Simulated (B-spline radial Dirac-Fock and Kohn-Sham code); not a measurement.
**Ru⁺ 3d3/2: cross section and angular parameters**

System: Ru⁺, configuration [Kr] 4d7; threshold 301.7 eV (orbital energy of the model). Level of theory: Dirac-Hartree-Slater photoionisation with a Latter tail; cross sections with all multipoles, angular parameters from the dipole term and its interference with E2; a B-spline atomic structure program.

For linearly polarised light dσ/dΩ = σ/(4π) [1 + β P₂(cos θ) + (δ + γ cos²θ) sin θ cos φ], with θ from the polarisation vector and φ the angle between the beam and the projection of the electron momentum on the plane normal to the polarisation.

```
hν (eV)  σ (kb)      β       γ       δ
    329    1150  0.706   0.015  -0.001
    400    1560  0.395  -0.036   0.006
    412    1510  0.440  -0.040   0.007
    441    1370  0.547  -0.045   0.010
    547     941  0.840  -0.037   0.020
    600     775  0.933  -0.024   0.024
    696     552  1.048   0.007   0.030
    800     391  1.126   0.048   0.035
   1230     121  1.233   0.234   0.053
 1253.6       ?      ?       ?       ?
   1260     113  1.234   0.247   0.054
   1630    52.7  1.225   0.391   0.067
   1720    44.7  1.218   0.424   0.070
   2460    14.2  1.141   0.648   0.096
   3390    4.82  1.038   0.857   0.131
 5414.7   0.904  0.860   1.146   0.207
   7880   0.219  0.713   1.349   0.296
 9251.7   0.118  0.651   1.423   0.343
   9410   0.110  0.645   1.430   0.348
```

Problem. Give the values at Mg Kα (1253.6 eV).

Solution. σ = 115 kb, β = 1.234, γ = 0.244, δ = 0.054.

Values without a named source are computed, but for edge energies of neutral atoms, which are taken from tables.
